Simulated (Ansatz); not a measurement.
Basis-set extrapolation for C2H4N2Si (`N=C1N=C[SiH2]1`) (PBE0-D4/def2-TZVP geometry, frozen core, the Gaussian-basis code of Ansatz). Multiplicity 1, RHF reference.

```tsv
	def2-TZVPP	def2-QZVPP
HF	-475.906410	-475.923529
MP2 correlation	-0.817563	-0.873607
CCSD(T) correlation	-0.889139	not run
```

Energies in hartree. Use E(X) = E(∞) + A·exp(−7.88·√X) for Hartree–Fock and E(X) = E(∞) + B·X^(−2.97) for correlation, with X = 3 and 4, and add CCSD(T) minus MP2 of the smaller set to the MP2 limit.

Question: What is the CCSD(T) energy at the basis-set limit?

Answer: HF limit: -475.923529 + (-0.017119) × 0.13774 = -475.92589. MP2 limit: -0.873607 + (-0.056044) × 0.74074 = -0.91512. Higher-order term: -0.889139 − (-0.817563) = -0.07158. Total: -476.91259 hartree, 3.18 eV below CCSD(T)/def2-TZVPP.
